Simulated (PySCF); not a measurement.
Estimate the missing entries of this data sheet.

Compound: F3Si(SH), F3HSSi.
SMILES: `F[Si](F)(F)S`

Conformer (atom-mapped SMILES and torsion angles): `[F:1][Si:2]([F:3])([F:4])[SH:5]`: H–S5–Si2–F1 -61°.

```csv
property,level,value
point group,PBE0-D3(BJ)/def2-TZVP,Cs
"rotational constants A, B, C",PBE0-D3(BJ)/def2-TZVP,?
dipole moment,B97-2/pcSseg-2,?
HOMO energy,B97-2/pcSseg-2,-8.35 eV
LUMO energy,B97-2/pcSseg-2,-0.34 eV
1H chemical shifts (computed TMS as zero) by class,GIAO B97-2/pcSseg-2,?
"isotropic shieldings of nuclei other than C and H, by class",GIAO B97-2/pcSseg-2,"312 (3 F), 408 (1 Si), 738 (1 S) ppm"
```

Electronic properties: PySCF, gas phase, density fitting. Isolated species at its PBE0-D3(BJ)/def2-TZVP geometry, gas phase. NMR classes are plain means over equivalent atoms (diastereotopic ones count apart unless rotation or inversion swaps them), as if these changed places fast; in this geometry the members of some classes differ.

What are the 1H chemical shifts (computed TMS as zero) by class?

0.80 (1 H) ppm.

What are the rotational constants A, B, C?

4.069, 2.390, 2.344 GHz.

The dipole moment?

1.58 D.

With B = h/(8π²I), that is 505.379 GHz u Å² over I, the principal moments of inertia are 124.2, 211.5 and 215.6 u Å² (most abundant isotopes); the inertial defect Ic − Ia − Ib is -120.1 u Å² (zero for a rigid planar frame, negative otherwise). The rotational constants make it an asymmetric top with κ = (2B − A − C)/(A − C) = -0.95, nearer the prolate limit (−1). In atomic units the dipole is 0.62 e·bohr (1 au = 2.5417 D).
